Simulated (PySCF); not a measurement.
C7H11ClO.
Numbering: `[O:1]=[C:2]([Cl:3])[CH:4]1[CH2:5][CH2:6][CH2:7][CH2:8][CH2:9]1` (hydrogens: H10 on C4; H11, H12 on C5; H13, H14 on C6; H15, H16 on C7; H17, H18 on C8; H19, H20 on C9)

Computed by this run: PBE0-D3(BJ)/def2-SVP geometry optimisation, gas phase (PySCF); density fitting, grid level 1; the optimiser is geomeTRIC in internal coordinates, started from a GFN2-xTB structure with every atom displaced at random (about 0.01 Å).

Step 0: E = -21983.4630 eV
```
atom  x, y, z in Å  |  force x, y, z in eV/Å
O1      1.8560   -1.5576    1.1618   -0.376   1.180  -0.958
C2      1.9211   -0.5382    0.5295    0.912  -1.360   1.096
Cl3     3.2272    0.5979    0.9105    0.506   0.392   0.256
C4      1.1316   -0.0526   -0.6249   -2.753  -0.435   0.581
C5      0.4535    1.3035   -0.3392    0.541  -0.170   1.350
C6     -0.6037    1.1920    0.7630   -0.397   0.043  -1.293
C7     -1.6700    0.1925    0.3472   -0.064  -0.051   0.468
C8     -1.0489   -1.1698    0.0776   -0.950   0.181   0.101
C9      0.0230   -1.0842   -0.9646    0.688  -0.076  -0.863
H10     1.7883    0.0627   -1.4530    1.027   0.113  -0.998
H11     1.2162    2.0223   -0.0281    0.183   0.239  -0.121
H12    -0.0069    1.6701   -1.2394   -0.304   0.232  -0.837
H13    -0.1579    0.8578    1.6820    0.514  -0.223   0.905
H14    -1.0600    2.1686    0.9615    0.038   0.213   0.006
H15    -2.1764    0.5460   -0.5588   -0.155   0.141  -0.203
H16    -2.4357    0.1280    1.1388   -0.037  -0.100  -0.090
H17    -0.6327   -1.5553    1.0039    0.167  -0.298   0.432
H18    -1.8446   -1.8686   -0.2421    0.210  -0.027   0.025
H19     0.4874   -2.0750   -1.1124   -0.055   0.087  -0.083
H20    -0.4472   -0.7880   -1.9305    0.307  -0.081   0.226
```

Step 1: E = -21983.6219 eV
```
atom  x, y, z in Å  |  force x, y, z in eV/Å
O1      2.0105   -1.7140    0.8644    0.122   0.575   0.215
C2      1.9908   -0.5836    0.4969    0.010  -0.555  -0.307
Cl3     3.2234    0.5884    1.0722   -0.126  -0.030   0.069
C4      1.0874   -0.0412   -0.5936    0.197  -0.088  -0.214
C5      0.4472    1.3195   -0.3138    0.033   0.026  -0.148
C6     -0.6419    1.2278    0.7426    0.004   0.010   0.180
C7     -1.7009    0.2062    0.3508   -0.018  -0.009  -0.044
C8     -1.0752   -1.1623    0.1111    0.073   0.034  -0.036
C9      0.0319   -1.0961   -0.9406   -0.111   0.044  -0.010
H10     1.7954    0.0756   -1.4491   -0.210  -0.018   0.227
H11     1.2199    2.0480   -0.0334    0.032   0.038   0.018
H12     0.0027    1.6707   -1.2664    0.086  -0.017   0.144
H13    -0.1922    0.9354    1.7138   -0.032   0.050  -0.103
H14    -1.0942    2.2201    0.9011    0.003  -0.013  -0.003
H15    -2.2036    0.5446   -0.5747   -0.011   0.003   0.033
H16    -2.4807    0.1428    1.1247   -0.029  -0.007   0.027
H17    -0.6561   -1.5405    1.0589    0.003  -0.045  -0.017
H18    -1.8402   -1.8866   -0.2047   -0.032  -0.050  -0.001
H19     0.5070   -2.0804   -1.0646   -0.006   0.040  -0.007
H20    -0.4110   -0.8223   -1.9128    0.013   0.010  -0.024
```

Step 2: E = -21983.6357 eV
```
atom  x, y, z in Å  |  force x, y, z in eV/Å
O1      2.0321   -1.6484    0.9696   -0.203  -0.141  -0.294
C2      1.9921   -0.5679    0.4872   -0.155  -0.056   0.403
Cl3     3.1349    0.6603    1.1184    0.144   0.237  -0.103
C4      1.0845   -0.0623   -0.6171    0.264  -0.105  -0.112
C5      0.4626    1.3048   -0.3257   -0.034   0.083   0.010
C6     -0.6165    1.2150    0.7465    0.008  -0.011   0.037
C7     -1.6923    0.2047    0.3621    0.015  -0.011  -0.012
C8     -1.0840   -1.1685    0.0944    0.015   0.018  -0.001
C9      0.0129   -1.1011   -0.9656    0.013   0.028   0.085
H10     1.7831    0.0521   -1.4698   -0.066   0.010   0.009
H11     1.2466    2.0239   -0.0463   -0.039  -0.017  -0.008
H12     0.0162    1.6697   -1.2668    0.002  -0.004   0.013
H13    -0.1543    0.9136    1.7052   -0.004   0.021  -0.014
H14    -1.0573    2.2096    0.9196   -0.003  -0.003  -0.013
H15    -2.2082    0.5597   -0.5490   -0.015  -0.002   0.009
H16    -2.4611    0.1389    1.1485    0.012  -0.003   0.007
H17    -0.6559   -1.5688    1.0291   -0.005  -0.014  -0.001
H18    -1.8609   -1.8830   -0.2208    0.000   0.003  -0.003
H19     0.4764   -2.0879   -1.1026    0.024  -0.034  -0.014
H20    -0.4304   -0.8120   -1.9339    0.029   0.002   0.003
```

**Question.** Estimate the geometry and energy of step 3. (The exact step hangs on the optimiser's Hessian estimate; all steps are aligned on step 2, rigid shifts and turns removed.)

**Answer.** E = -21983.6462 eV, largest force 0.262 eV/Å
```
atom  x, y, z in Å  |  force x, y, z in eV/Å
O1      1.9881   -1.6633    0.9556    0.137   0.088   0.075
C2      1.9791   -0.5708    0.5010   -0.245  -0.032  -0.085
Cl3     3.1389    0.6722    1.0823    0.133  -0.094   0.088
C4      1.0882   -0.0617   -0.6118    0.074   0.006  -0.065
C5      0.4642    1.3074   -0.3233   -0.053   0.030   0.003
C6     -0.6171    1.2167    0.7474    0.005  -0.014  -0.008
C7     -1.6903    0.2028    0.3636    0.015  -0.008  -0.003
C8     -1.0796   -1.1692    0.0949   -0.002   0.005  -0.004
C9      0.0189   -1.0998   -0.9627   -0.008   0.016   0.032
H10     1.7883    0.0503   -1.4611   -0.007   0.018  -0.007
H11     1.2452    2.0279   -0.0415   -0.027  -0.015  -0.014
H12     0.0209    1.6713   -1.2651   -0.017   0.006  -0.009
H13    -0.1547    0.9196    1.7064    0.000   0.008   0.013
H14    -1.0608    2.2104    0.9177   -0.005   0.001  -0.012
H15    -2.2085    0.5565   -0.5466   -0.012   0.000   0.006
H16    -2.4582    0.1349    1.1508    0.013  -0.003   0.006
H17    -0.6522   -1.5715    1.0291   -0.013  -0.007  -0.004
H18    -1.8554   -1.8844   -0.2221    0.001   0.010  -0.002
H19     0.4844   -2.0865   -1.0987    0.010  -0.011  -0.012
H20    -0.4190   -0.8106   -1.9332    0.001  -0.004   0.002
```

The energy changes by -0.0104 eV. The first-order estimate −F·Δx gives -0.0313 eV and the mean of the old and new forces, exact on a quadratic surface, -0.0106 eV. The step makes an angle of 53° with the force vector and moves no atom by more than 0.048 Å.

What follows is the cost of the whole optimisation. Hardware: Arm Neoverse V1, one thread, shared host. Cost: 3.1 min of wall time, 0.84 GiB resident at most.
